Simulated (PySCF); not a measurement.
GaH₄O₂P, SMILES [OH][Ga]([OH])[PH2].

Geometry optimised at ωB97X-D3(BJ)/def2-SVP. The structure was generated by enumeration; whether it is a known compound was not checked. The values are those of a single conformer.

The numbers are results of C-PCM-ωB97X/def2-SVP (PySCF), not measurements.

The values are the electrostatic part of the solvation free energy, E(continuum) − E(gas) at the gas-phase geometry, in a cavity of scaled van der Waals radii (PySCF's table); cavitation and dispersion terms are not included. A continuum can't describe solvent molecules that bind to the metal. In vacuum the orbital gap is 11.58 eV. The dipole moment in vacuum is 2.03 D.

Computed values in water (ε = 78.36), cyclohexanone (ε = 15.62), dimethylsulfoxide (ε = 46.83):
```csv
solvent,ε,ΔG(elec) (kcal/mol),dipole (D),gap (eV)
water,78.36,-10.0,2.67,11.80
cyclohexanone,15.62,-9.4,2.63,11.79
dimethylsulfoxide,46.83,-9.9,2.66,11.80
```
